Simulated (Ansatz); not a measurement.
`CC(F)=[Se]`, 7 atoms. Total charge 0; spin multiplicity 1. Correlated methods include outer-core shells of Se, which these sets cover unevenly. Scalar relativity is left out up to krypton. All runs use 2 threads of an Arm Neoverse V1 on a shared host. Correlated methods freeze the cores.

Question: How many basis functions does each run have, and how long does it take in Ansatz? RKS SPW92 (LDA)/def2-TZVPP energy; RKS ωB97M-V/def2-SVP energy; RHF-CCSD(T)/def2-SVP energy; RKS PBE-QIDH (frozen core)/def2-TZVPP energy; direct RPA on PBE orbitals/def2-TZVPP energy; RKS PBE0-D4/def2-TZVP relaxation (6 steps); RKS r2SCANh-D4/def2-TZVPP energy; RKS PBE0-D4/def2-TZVP frequencies; RKS ωB97M-V/def2-TZVPP energy and forces; RHF-MP2/def2-QZVPP energy; RHF-CCSD(T)/def2-TZVPP energy; RKS PBE0-D4/def2-SVP energy. (Estimate.)

Answer: The calculation gave: Other jobs shared the machine, so times are rough.

```tsv
level	job	functions	wall time	peak host memory (GiB)
RKS SPW92 (LDA)/def2-TZVPP	energy	183	1.6 s	0.19
RKS PBE0-D4/def2-SVP	energy	89	1.6 s	0.4
direct RPA on PBE orbitals/def2-TZVPP	energy	183	6.5 s	0.4
RKS r2SCANh-D4/def2-TZVPP	energy	183	7 s	0.42
RHF-CCSD(T)/def2-SVP	energy	89	7 s	0.4
RKS ωB97M-V/def2-SVP	energy	89	7 s	0.4
RKS PBE-QIDH (frozen core)/def2-TZVPP	energy	183	8 s	0.4
RKS ωB97M-V/def2-TZVPP	energy and forces	183	15 s	0.51
RKS PBE0-D4/def2-TZVP	relaxation (6 steps)	159	30 s	0.35
RHF-MP2/def2-QZVPP	energy	350	32 s	1.5
RHF-CCSD(T)/def2-TZVPP	energy	183	2.1 min	2
RKS PBE0-D4/def2-TZVP	frequencies	159	2.1 min	0.4
```
